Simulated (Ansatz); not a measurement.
The lowest singlet and triplet of CH3N (SMILES [CH]N); geometries from B3LYP-D3(BJ)/def2-TZVP, each state relaxed from the structure named, with no frequency check.
Singlet at the triplet's geometry (charge 0, multiplicity 1):
```xyz
5

C      0.721    -0.147     0.278
N     -0.539     0.105    -0.184
H      1.627    -0.114    -0.328
H     -0.996     0.942     0.159
H     -1.183    -0.678    -0.211
```

A positive gap puts the triplet lower; no zero-point energy. R- takes a restricted singlet. U- takes an unrestricted singlet (broken symmetry where lower, unprojected). The triplet is unrestricted in single-reference levels. Active spaces average the two states.

Frozen-core correlation.

The values were computed with Ansatz (an electronic-structure program). Each number belongs to the level named beside it.

```json
[
 {"level": "R-SVWN5/def2-TZVPP", "gap E(singlet) − E(triplet), vertical, at the triplet's geometry (kcal/mol)": "33.43"},
 {"level": "R-PBE/def2-TZVPP", "gap E(singlet) − E(triplet), vertical, at the triplet's geometry (kcal/mol)": "37.80"},
 {"level": "U-wB97X-V/def2-TZVPP (spin-contaminated)", "gap E(singlet) − E(triplet), vertical, at the triplet's geometry (kcal/mol)": "10.19"},
 {"level": "R-MP2/cc-pVQZ", "gap E(singlet) − E(triplet), vertical, at the triplet's geometry (kcal/mol)": "36.92"},
 {"level": "R-CCSD/cc-pVDZ", "gap E(singlet) − E(triplet), vertical, at the triplet's geometry (kcal/mol)": "39.12"},
 {"level": "R-CCSDT/cc-pVDZ", "gap E(singlet) − E(triplet), vertical, at the triplet's geometry (kcal/mol)": "32.76"},
 {"level": "SA-CASSCF(2,2)/cc-pVQZ", "gap E(singlet) − E(triplet), vertical, at the triplet's geometry (kcal/mol)": "[?]"},
 {"level": "SC-NEVPT2 on SA-CASSCF(2,2)/cc-pVDZ", "gap E(singlet) − E(triplet), vertical, at the triplet's geometry (kcal/mol)": "32.73"},
 {"level": "SC-NEVPT2 on SA-CASSCF(2,2)/cc-pVTZ", "gap E(singlet) − E(triplet), vertical, at the triplet's geometry (kcal/mol)": "[?]"}
]
```

Complete the blanks.


- SA-CASSCF(2,2)/cc-pVQZ, gap E(singlet) − E(triplet), vertical, at the triplet's geometry (kcal/mol): 29.81
- SC-NEVPT2 on SA-CASSCF(2,2)/cc-pVTZ, gap E(singlet) − E(triplet), vertical, at the triplet's geometry (kcal/mol): 28.76

Doubts at one or more of the structures used: a restricted determinant that unrestricted orbitals would lower (R-SVWN5/def2-TZVPP, R-PBE/def2-TZVPP, R-MP2/cc-pVQZ, R-CCSD/cc-pVDZ, R-CCSDT/cc-pVDZ); other coupled-cluster roots lie near (R-CCSDT/cc-pVDZ).
